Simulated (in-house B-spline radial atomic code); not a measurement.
Configurations of As III (As2+), with energies counted from [Ar] 3d10 4s2 4p1. Method: non-relativistic LDA VWN5, spin-polarised, spherical fractional occupations, point nucleus. Calculated with an all-electron radial atomic-structure program (B-spline basis). Shells without spins written out take the highest spin.

Occupations are held fixed; configurations that lie above the ionisation limit could autoionise.

```tsv
configuration	E - E(ref) (eV)	highest orbital	its <r> (bohr)
[Ar] 3d10 4s1 4p2	8.2531	4p up	2.099
[Ar] 3d10 4s1 4p1 4d1	22.011	4d up	3.062
[Ar] 3d10 4s1 4p1 5s1	22.296	5s up	4.071
[Ar] 3d10 4s(1 up, 0 down) 4p(0 up, 1 down) 4d(1 up, 0 down)	23.793	4d up	3.137
[Ar] 3d9 4s2 4p1 4f1	66.86	4f up	5.259
[Ar] 3d9 4s2 4p1 5f1	69.657	5f up	9.287
```

(1) Order these further configurations by energy, lowest first.
A. [Ar] 3d9 4s2 4p1 4d1
B. [Ar] 3d10 4s1 4p1 5p1
C. [Ar] 3d10 4s2 4d(0 up, 1 down)
D. [Ar] 3d10 4s1 4p1 5f1
E. [Ne] 3s2 3p(3 up, 2 down) 3d10 4s2 4p(1 up, 0 down) 4d(1 up, 0 down)

(2) How far above the reference does [Ar] 3d10 4s1 4p1 4f1 lie?

(3) How far above the reference does [Ar] 3d10 4s(1 up, 0 down) 4p(1 up, 0 down) 5f(0 up, 1 down) lie?

Results:

(1) C (13.128 eV), B (25.254 eV), D (32.472 eV), A (58.593 eV), E (149.22 eV).

(2) 29.668 eV; its least bound orbital is 4f up with <r> = 5.296 bohr.

(3) 32.664 eV; its least bound orbital is 5f down with <r> = 9.762 bohr.
